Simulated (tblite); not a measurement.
Compound: C₆H₆N (doublet state).
Cartesian coordinates in Å at the GFN2-xTB level; atoms count from 1:
```
atom  x, y, z in Å
N1     2.6461    0.3405    1.6978
C2     2.3164   -0.0990    0.6905
C3     1.8597   -0.6210   -0.5443
C4     0.6796   -0.3189   -1.0275
C5    -0.5457    0.3403   -0.7659
C6    -1.6776   -0.4164   -0.1052
C7    -1.0023    0.6666    0.6603
H8     2.5627   -1.2616   -1.0646
H9    -0.8316    1.0538   -1.5320
H10   -1.4850   -1.4377    0.1877
H11   -2.6754   -0.2474   -0.4808
H12   -0.3378    0.3948    1.4654
H13   -1.5134    1.6064    0.8009
```

Method: GFN2-xTB as coded in tblite; computed harmonic values from a numerical Hessian at the method's own geometry, unscaled. This tight-binding method is rough: wavenumbers can miss measured ones by several per cent, in bad cases by 10 to 20. One conformer, not necessarily the lowest. Open shells enter through the occupations alone, without spin polarisation, and single modes of such species can be off by tens of per cent.

Harmonic wavenumbers (cm⁻¹): 39.1, 89.3, 178.8, 206.8, 368.7, 408.6, 510.5, 612.4, 749.8, 788.0, 826.3, 847.9, 864.7, 969.2, 1010.6, 1040.8, 1049.6, 1067.4, 1087.6, 1148.4, 1209.8, 1234.5, 1327.8, 1425.3, 1465.8, 1744.7, 2354.0, 3002.3, 3016.6, 3088.7, 3092.4, 3100.6, 3121.3.

A = 5691, B = 1818, C = 1494 MHz; mass 92.050 u (most abundant isotopes); point group C1, symmetry number 1; spin multiplicity 2.

**Question.** What is the zero-point energy?

**Answer.** Half the sum of the wavenumbers: 21524 cm⁻¹ = 61.54 kcal/mol.

**Question.** Give the ideal-gas entropy at 350 K and 1 bar in the rigid-rotor, harmonic-oscillator model (classical rotation).

**Answer.** Translation 40.29, rotation 27.91, vibration 21.47, spin (R ln 2) 1.38: S = 91.1 cal/(mol K).

**Question.** And Cp and H(350 K) − H(0)?

**Answer.** Cp = 30.63 cal/(mol K), of which vibrations give 22.68 (their classical limit is 33 R = 65.6); H(350 K) − H(0) = 6.63 kcal/mol without the zero-point energy, 3.85 from vibrations.

**Question.** What must be added to the electronic energy to get the Gibbs energy at 350 K and 1 bar?

**Answer.** ZPE + [H(350 K) − H(0)] − T·S = 61.54 + 6.63 − 31.87 = 36.30 kcal/mol.

**Question.** Which modes carry the vibrational entropy at 350 K?

**Answer.** 39.1 cm⁻¹: 5.62; 89.3 cm⁻¹: 3.99; 178.8 cm⁻¹: 2.64; 206.8 cm⁻¹: 2.37; 368.7 cm⁻¹: 1.34; 408.6 cm⁻¹: 1.17 cal/(mol K); the other 27 give 4.33 together.

**Question.** How do the functions run with temperature in this model?

**Answer.** 
| T (K) | S (cal/(mol K)) | Cp (cal/(mol K)) | H − H(0) (kcal/mol) | G − H(0) (kcal/mol) | ln q(vib) |
| --- | --- | --- | --- | --- | --- |
| 150 | 71.9 | 17.1 | 1.91 | -8.87 | 2.12 |
| 250 | 82.0 | 23.5 | 3.92 | -16.58 | 3.70 |
| 298.15 | 86.4 | 27.0 | 5.14 | -20.63 | 4.45 |
| 400 | 95.4 | 33.9 | 8.25 | -29.90 | 6.06 |
| 600 | 111.2 | 44.3 | 16.15 | -50.59 | 9.26 |
| 900 | 131.2 | 53.9 | 31.02 | -87.06 | 13.89 |

q(vib) and H(0) count from the zero-point level.

Hindered rotation and anharmonicity are outside this model. Other conformers, if any are populated, would add a mixing term that is left out. The structure is chiral; the term R ln 2 for an equal mix with its mirror image is left out.

The run took 0.23 s wall on one thread, Arm Neoverse V2 (aarch64), shared host with 96 logical CPUs at a one-minute load of 49. This covers the Hessian and the dipole derivatives.
